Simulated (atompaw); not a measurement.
## An all-electron radial function and its pseudo partner (Cl)

Columns: radius, all-electron u(r) and pseudo u(r) of the 3s shell (level -44.87 eV) of chlorine in the configuration [Ne] 3s2 3p3; LDA (PW92), scalar-relativistic, PAW (atompaw) scheme, atompaw 4.2.0.5.

| r (bohr) | all-electron | pseudo |
| --- | --- | --- |
| 0.058 | 0.2435 | 0.0533 |
| 0.115 | 0.0279 | 0.1060 |
| 0.173 | -0.2310 | 0.1599 |
| 0.231 | -0.4027 | 0.2143 |
| 0.288 | -0.4680 | 0.2685 |
| 0.346 | -0.4461 | 0.3241 |
| 0.404 | -0.3606 | 0.3802 |
| 0.462 | -0.2352 | 0.4365 |
| 0.519 | -0.0916 | 0.4917 |
| 0.577 | 0.0612 | 0.5473 |
| 0.635 | 0.2107 | 0.6017 |
| 0.692 | 0.3481 | 0.6534 |
| 0.750 | 0.4741 | 0.7035 |
| 0.808 | 0.5841 | 0.7503 |
| 0.865 | 0.6759 | 0.7923 |
| 0.923 | 0.7528 | 0.8302 |
| 0.981 | 0.8138 | 0.8625 |
| 1.038 | 0.8591 | 0.8881 |
| 1.096 | 0.8919 | 0.9076 |
| 1.154 | 0.9125 | 0.9202 |
| 1.212 | 0.9224 | 0.9256 |
| 1.269 | 0.9231 | 0.9243 |
| 1.327 | 0.9160 | 0.9163 |
| 1.385 | 0.9023 | 0.9023 |
| 1.442 | 0.8834 | 0.8834 |
| 1.500 | 0.8598 | 0.8598 |

**Question.** How many radial nodes do the two functions have?

**Answer.** The all-electron 3s function has n − l − 1 = 2; the pseudo-wave has 0, since the states of the same l below it are removed with the core.

**Question.** Is the pseudo-wave norm-conserving?

**Answer.** No, it belongs to a PAW set: the norm inside the radius is not constrained, and the difference is carried by the augmentation charge.
